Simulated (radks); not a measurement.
Problem. All-electron atom: neutral tantalum in [Xe] 4f14 5d3 6s2. All-electron calculation, scalar-relativistic Kohn-Sham, LDA (Slater exchange, Perdew-Wang correlation), spin-polarised, spherical densities, point nucleus; open shells are filled with parallel spins first (spin-orbit coupling, left out, can overturn this in heavy ions). Program: a radial shooting solver on a logarithmic mesh with Libxc functionals. Some entries of the table are withheld. Estimate them.

orbital  occ.  eigenvalue (Ry)  <1/r> (bohr^-1)  <r^2> (bohr^2)
1s down     1        -4947.523            85.40       0.0004791
1s up       1        -4947.523            85.40       0.0004791
2s up       1        -850.1101            19.95        0.007382
2s down     1        -850.1030            19.95        0.007382
2p up       3        -745.2505            18.14        0.006087
2p down     3        -745.2447            18.14        0.006087
3s up       1        -194.6935            7.382         0.04803
3s down     1        -194.6910            7.382         0.04803
3p up       3        -163.5113            6.832         0.04872
3p down     3        -163.5086            6.832         0.04871
3d up       5        -127.0686            6.462         0.04041
3d down     5        -127.0639            6.462         0.04041
4s up       1        -39.63402            3.136          0.2379
4s down     1        -39.62794            3.136          0.2379
4p up       3        -29.40071            2.852          0.2710
4p down     3        -29.39453            2.852          0.2710
4d up       5        -16.30357            2.532          0.3178
4d down     5        -16.29567            2.533          0.3176
5s up       1         -5.39770            1.212           1.366
5s down     1         -5.32700            1.218           1.354
5p up       3         -2.93714            1.011           1.916
5p down     3         -2.84345            1.018           1.894
4f up       7         -1.82465            2.000          0.5254
4f down     7         -1.80567            2.006          0.5169
6s up       1         -0.44198           0.3931             (1)
6s down     1         -0.36529           0.3725             (2)
5d up       3              (3)              (4)           5.987
5d down     0              (5)              (6)           6.913
6p up       0         -0.12186           0.2690           25.56
6p down     0         -0.08850           0.2439           30.99
7s up       0         -0.00561          0.09932           237.9
7s down     0         -0.00266          0.08346           393.5

Solution. 
(1) 6s up <r^2> (bohr^2): 11.81
(2) 6s down <r^2> (bohr^2): 13.18
(3) 5d up eigenvalue (Ry): -0.31842
(4) 5d up <1/r> (bohr^-1): 0.6005
(5) 5d down eigenvalue (Ry): -0.20895
(6) 5d down <1/r> (bohr^-1): 0.5811
